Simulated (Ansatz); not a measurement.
Ansatz (a quantum-chemistry and plane-wave program) input (PBE/LANL2DZ): The .json file is the Basis Set Exchange's LANL2DZ.

Ansatz 0.2 input:
```yaml
crystal:
  periodic: [false, false, false]
  atoms:
    - {symbol: Cs, position_ang: [-0.00000000, -0.00000000, -2.00479487]}
    - {symbol: I, position_ang: [0.00000000, 0.00000000, 2.08044750]}
basis:
  gaussian:
    orbitals: LANL2DZ.json
hamiltonian:
  xc: {name: PBE}
total_charge: 1
magnetization: {spin_polarized: true, initial_magnetization: 1}
output: {forces: true}
```

Predict the final energy.

-31.09082 Eh.
